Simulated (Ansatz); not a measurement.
TlI, SMILES [I][Tl].

Coordinates come from a B3LYP-D3(BJ)/def2-TZVP optimisation. The def2 effective core potentials stand for the cores of I, Tl; spin–orbit coupling is left out.

Two levels are set side by side: PBE/def2-TZVPD (Ansatz, an electronic-structure program) and PBE0/def2-TZVPD (Ansatz). Energy differences of separate SCF runs at the same geometry; the states with an electron removed or added have multiplicity 2 and 2. Differences are taken from unrounded values.

```
quantity                           PBE0
---------------------------------  ----
vertical ionisation energy (eV)    8.88
vertical electron affinity (eV)    0.49
vertical singlet–triplet gap (eV)  3.47
```

Problem. What does PBE give, and how far is it from PBE0? (Estimate from the structure and the level; the computed values follow.)

Solution. 
```json
[
 {"quantity": "vertical ionisation energy (eV)", "PBE": "8.87", "PBE minus PBE0": "-0.01"},
 {"quantity": "vertical electron affinity (eV)", "PBE": "0.44", "PBE minus PBE0": "-0.05"},
 {"quantity": "vertical singlet–triplet gap (eV)", "PBE": "3.53", "PBE minus PBE0": "0.06"}
]
```
